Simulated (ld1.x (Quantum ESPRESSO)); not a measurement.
# S: one change to a TM potential, before and after

| Property | Result |
| --- | --- |
| Element | sulfur (S) |
| Generator | ld1.x (Quantum ESPRESSO) 7.5 |
| Type | norm-conserving Troullier–Martins (Kleinman–Bylander form) |
| Functional | PBE |
| Relativity | scalar-relativistic |
| Frozen core | [Ne] |
| Valence charge | 6 |
| Reference configuration | 3s2 3p4 |
| Partial waves | 3s (bound): rc 1.35 bohr; 3p (bound): rc 1.40 bohr; 3d channel at 0.1 Ry: rc 1.10 bohr |
| Local potential | the d channel |
| Core correction | none |

Change: core correction a·sin(br)/r model core inside 0.72 bohr.

Cutoffs: the cutoffs (Ry, on a coarse ladder) from which the occupation-weighted sum of valence levels, in a spherical-Bessel basis at the reference potential, stays within 10 and 1 mRy of its value at 400 Ry; they do not see the model core or the augmentation charge, which bear on the density cutoff. Errors are all-electron minus pseudo energies relative to the spin-unpolarised reference configuration.

**Question.** How do hardness, ghosts and transferability respond?

**Answer.** The potential gets neither clearly harder nor softer (25 Ry and 70 Ry → 25 Ry and 70 Ry); both files keep a bound ghost (s); the number of tests that count goes from 6 to 5; of the 5 tests that both files solve, the error grows in 3 and shrinks in 0 by more than 15 % and 0.3 meV (median size 1.4 → 1.5 meV). A model core, the more so a compact one, raises the density cutoff, which this test does not measure.

```tsv
quantity	base	changed
cutoff, loose	25 Ry	25 Ry
cutoff, tight	70 Ry	70 Ry
bound ghosts	s	s
tests counted (converged, no solver errors)	6 of 7	5 of 7
error for 3s2 3p3, meV [ΔE 11.77 eV]	-3.7	-5.1
error for 3s1 3p5, meV [ΔE 10.31 eV]	-1.3	-1.5
error for 3s0 3p6, meV [ΔE 20.74 eV]	+1.5	+2.1
error for 3s1 3p4, meV [ΔE 22.65 eV]	-1.4	-1.1
error for 3s2 3p3.5, meV [ΔE 4.66 eV]	-0.7	-1.1
s: phases at 1.54 bohr within 0.05 rad from the reference energy up to (Ry; the scan ends near 5)	to the end of the scan	to the end of the scan
p: phases at 1.54 bohr within 0.05 rad from the reference energy up to (Ry; the scan ends near 5)	3.7	3.7
d: phases at 1.54 bohr within 0.05 rad from the reference energy up to (Ry; the scan ends near 5)	to the end of the scan	to the end of the scan
```

Base: Tests not counted: 3s2 3p1 (solver errors, printed error -56.2 eV). ld1.x printed “convergence not achieved” for 1 of the counted tests; its residual had stalled under 1e-8, short of the target of 1e-14. Changed file: Tests not counted: 3s2 3p2 (solver errors, printed error -92.8 eV); 3s2 3p1 (solver errors, printed error -28.1 eV). A true bound ghost makes a file unfit for plane-wave use even where its test errors are small: the radial tests pick states by their node count and pass the ghost by. Where a test does run into it, the solver fails or the error is huge.
